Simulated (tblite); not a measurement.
Isomers of C10H10O. All values are computed: GFN2-xTB (tblite) harmonic vibrations without scaling, gas phase. The method is semi-empirical: single wavenumbers can be off by several per cent or more. One conformer each.

Electronic energies: GFN2-xTB at the same geometries; isomer energies are rough at this level and their order can be wrong.

```tsv
SMILES	electronic energy, lowest = 0 (kJ/mol)
C=C[C@H]1OCc2ccccc21	108.5
C=C1C=CC(C=O)=CC=C1C	253.1
O=C1CCCc2ccccc21	0.0
CC#Cc1ccc(OC)cc1	180.7
```

Q: How do GFN2-xTB zero-point energies change the relative energies?

A: 
| SMILES | ZPE (kJ/mol) | of it from modes above 1550 cm⁻¹ | electronic (kJ/mol) | with ZPE, lowest = 0 (kJ/mol) | lowest mode (cm⁻¹) | rings |
| --- | --- | --- | --- | --- | --- | --- |
| O=C1CCCc2ccccc21 | 447.3 | 209.6 | 0.0 | 0.0 | 53 | 2 |
| C=C[C@H]1OCc2ccccc21 | 439.5 | 210.6 | 108.5 | 100.7 | 43 | 2 |
| CC#Cc1ccc(OC)cc1 | 433.5 | 214.2 | 180.7 | 166.9 | 15i | 1 |
| C=C1C=CC(C=O)=CC=C1C | 432.8 | 220.6 | 253.1 | 238.6 | 45 | 1 |

The zero-point energies span 14.5 kJ/mol, from `C=C1C=CC(C=O)=CC=C1C` to `O=C1CCCc2ccccc21`. Slightly imaginary modes are left out of the zero-point energy: `CC#Cc1ccc(OC)cc1` 15.4i cm⁻¹. The order is unchanged.

Q: What do entropy and thermal enthalpy add at 298.15 K and 1 bar (rigid rotor, harmonic oscillator, one conformer each)?

A: 
```
              SMILES  point group  symmetry number  S (J/(mol K))  H − H(0) (kJ/mol)  ZPE + H − H(0) − TS (kJ/mol)
    O=C1CCCc2ccccc21           C1                1          386.3              25.58                         357.7
C=C[C@H]1OCc2ccccc21           C1                1          406.1              27.42                         345.8
C=C1C=CC(C=O)=CC=C1C           C1                1          421.6              30.40                         337.5
```

Not tabulated: `CC#Cc1ccc(OC)cc1` (lowest mode only 15i cm⁻¹).
